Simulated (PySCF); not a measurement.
**Orbital energies and ionisation energy**

Compound: C₃H₅Cl₃O₂Si.
Structure used (PBE0-D3(BJ)/def2-SVP), in Å, numbered top down from 1:
```xyz
14
C3H5Cl3O2Si angstrom
C     -2.6933   -0.2982   -0.0409
C     -1.4327    0.5019   -0.0346
O     -1.3570    1.7077   -0.0615
O     -0.3209   -0.2440    0.0054
Si     1.1129    0.6935    0.0077
C      2.4628   -0.6580    0.0517
Cl     2.3087   -1.6387    1.5243
Cl     4.0260    0.2092    0.0583
Cl     2.3494   -1.6900   -1.3895
H     -2.7453   -0.9044    0.8752
H     -3.5598    0.3689   -0.1037
H     -2.6818   -0.9960   -0.8904
H      1.2805    1.4437   -1.2569
H      1.2446    1.4915    1.2474
```

Level: CAM-B3LYP/def2-SVPD (PySCF). Frontier orbitals with their largest atomic shares (Löwdin; up to four atoms above 4 %):

```
orbital  ε (eV)                             main atoms
 HOMO−3  -10.71  Cl9 35 %, Cl7 34 %, Cl8 14 %, Si5 7 %
 HOMO−2  -10.33           Cl9 34 %, Cl7 34 %, Cl8 31 %
 HOMO−1  -10.21      O3 53 %, O4 10 %, Cl8 9 %, C2 7 %
   HOMO   -9.99                                      ?
   LUMO    0.09  Cl8 24 %, Cl9 24 %, Cl7 24 %, C6 22 %
 LUMO+1    0.64   Cl8 27 %, C6 15 %, Si5 13 %, Cl9 9 %
 LUMO+2    0.71      C2 31 %, O3 24 %, O4 10 %, C1 8 %
```

What vertical ionisation energy does ΔSCF give, and how far is −ε(HOMO) from it?

ΔSCF: 10.70 eV (1032 kJ/mol; threshold wavelength 116 nm); ⟨S²⟩ of the doublet left behind is 0.758, against 0.75 for a pure doublet. −ε(HOMO) is 9.99 eV, 0.71 eV below it. In exact Kohn–Sham theory the two would be equal; CAM-B3LYP (range-separated hybrid) falls short of its own ΔSCF value by 7 %.

On which atoms does the HOMO lie?

Cl7 (chlorine of a CCl3 group) 21 %, Cl9 (chlorine of a CCl3 group) 21 %, C6 (CCl3 carbon) 17 %, Cl8 (chlorine of a CCl3 group) 12 %, so no atom holds as much as 40 %. The HOMO−1 lies 0.22 eV lower.

With α = 108.3 au, estimate the like-pair dispersion coefficient by London's formula C6 = (3/4)α²I.

I = 0.3931 Eh, so C6 ≈ 3460 au, a rough estimate.

How many of the 10 lowest singlet excitations (vertical TDDFT, same level) lie below the ionisation energy?

All 10; they run from 5.93 to 7.87 eV.

What kinetic energy would electrons from this vertical process carry with 118.2 nm light (10.49 eV)?

The photon is 0.21 eV short of the vertical value.

The structure is a single PBE0-D3(BJ)/def2-SVP conformer in the gas phase; no vibrational or solvent corrections.
